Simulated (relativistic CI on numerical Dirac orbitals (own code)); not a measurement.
Rh II: q coefficients and field-shift factors

Computed by Dirac-Coulomb-Breit CI, orbitals from a KLI potential per configuration, valence Slater integrals scaled by 0.85, P86 correlation energy added to each configuration, derivatives by finite differences, QED left out (own radial code, finite nucleus).

Configurations in the expansion (outside the closed core [Kr]): 4d8, 4d7.5s, 4d7.5p, 4d6.5s2, 4d7.5d, 4d6.5s.5p. Levels of other configurations are missing.

With x = (α/α₀)² − 1 an excitation energy changes as ω = ω₀ + qx; K = 2q/ω₀ is the relative enhancement. Terms are leading LS components, so labels can repeat. The field-shift factor is F = δν/δ⟨r²⟩ for the transition from the lowest level.

Lowest level 4d8 3F_4.

| Level | ω₀ (cm⁻¹) | q (cm⁻¹) | K | F (GHz/fm²) |
| --- | --- | --- | --- | --- |
| 4d8 3F_3 | 2195.8 | 2150 | 1.96 | 0.0469 |
| 4d8 3F_2 | 3377.9 | 2738 | 1.62 | 0.0777 |
| 4d8 3P_2 | 9021.7 | -388.1 | -0.086 | 0.491 |
| 4d8 3P_1 | 11519.9 | 1146 | 0.199 | 0.68 |
| 4d8 3P_0 | 11792.6 | 1166 | 0.198 | 0.659 |
| 4d8 1D_2 | 12125.5 | 2506 | 0.413 | 0.52 |
| 4d8 1G_4 | 15355.4 | 1136 | 0.148 | 0.381 |
| 4d7.5s 5F_5 | 17230.2 | -8706 | -1.01 | 5.09 |
| 4d7.5s 5F_4 | 18805.5 | -7145 | -0.76 | 5.11 |
| 4d7.5s 5F_3 | 19987.6 | -6029 | -0.603 | 5.13 |
| 4d7.5s 5F_2 | 20805.0 | -5336 | -0.513 | 5.14 |
| 4d7.5s 5F_1 | 21318.7 | -4933 | -0.463 | 5.15 |
| 4d7.5s 3F_4 | 27506.4 | -7099 | -0.516 | 4.13 |

For a near-neutral ion this model can misplace configurations by up to about 10,000 cm⁻¹ (more where the count of f electrons changes) and terms by 10 to 25 % of their spread. Rates follow the energies as ν³ (E1, M1) or ν⁵ (E2), so they and the lifetimes can be off by large factors. The fine structure of a lone outer electron comes out too small, for d and f at times inverted, and misplaced configurations move strength between like terms.
